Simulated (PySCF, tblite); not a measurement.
BeF2 and chloride

A gas-phase complex of BeF2 and chloride; charge -1, singlet. The structure comes from a short search (6 tight-binding starts) and was relaxed by PBE0-D3(BJ)/def2-TZVPD; another way of binding may lie lower. Frequencies by PBE0-D3(BJ)/def2-TZVPD show no clear imaginary mode.

Parts: 1 = BeF2 ([F][Be][F]), atoms 1–3; 2 = chloride ([Cl-]), atoms 4, charge -1.

| atom | part | x (Å) | y (Å) | z (Å) |
| --- | --- | --- | --- | --- |
| F1 | 1 | -0.600 | 1.057 | 0.243 |
| Be2 | 1 | -0.272 | -0.343 | 0.035 |
| F3 | 1 | 1.052 | -0.798 | -0.353 |
| Cl4 | 2 | -1.701 | -1.698 | 0.291 |

```json
{"contact": "Be2···Cl4", "kind (by geometry)": "bond", "distance (Å)": "1.986", "angle (°)": "-"}
```

The parts are joined by the bond Be2–Cl4, so these are energies of forming such bonds; deforming the relaxed parts to their shape in the adduct costs 21.3 kcal/mol, which the interaction energies leave out.

Interaction energies are complex less parts, with the parts frozen as they stand in it; counterpoise-corrected, in kcal/mol (PySCF).

(1) How strongly do the parts interact, level by level?

(2) What holds them together? Decompose the wB97M-D3(BJ)/def2-TZVPD energy: frozen parts, their antisymmetrised product, then relaxation.

The parts were also relaxed and run alone, at the levels used for the complex: shieldings by PBE0/aug-pcSseg-2.

Values alone: shielding of Be2 (ppm): 105.5; shielding of Cl4 (ppm): 1149.3.

(3) What does binding change?

(4) What are the binding energy from relaxed parts (wB97M-D3(BJ)/def2-TZVPD), and ΔH and ΔG of association at 298.15 K and 1 atm?

Answers

(1) 
| level | interaction | superposition error removed |
| --- | --- | --- |
| wB97M-D3(BJ)/def2-TZVPD | -70.79 | -0.52 |
| PBE0-D3(BJ)/def2-TZVPD | -73.18 | -0.57 |

(2) electrostatic -73.6, Pauli repulsion +47.2, orbital relaxation -43.9, dispersion correction -1.0 kcal/mol, which sum to the value before the counterpoise correction; the Pauli term holds the exchange-correlation of the frozen density too. Of the attraction, 62 % is electrostatic, 37 % is orbital relaxation, 1 % is dispersion correction.

(3) 
| property | alone | in the complex | change |
| --- | --- | --- | --- |
| shielding of Be2 (ppm) | 105.5 | 102.8 | -2.7 |
| shielding of Cl4 (ppm) | 1149.3 | 1055.2 | -94.1 |

(4) -49.52 kcal/mol, -48.85 with zero-point energy; ΔH -49.6 and ΔG -43.0 kcal/mol, from harmonic vibrations by PBE0-D3(BJ)/def2-TZVPD with low modes damped.

The 5 runs behind this took 4.8 min in all, one thread each of Arm Neoverse N1 on a shared host, launched as `OMP_NUM_THREADS=1 python cluster_run.py task.json out`.
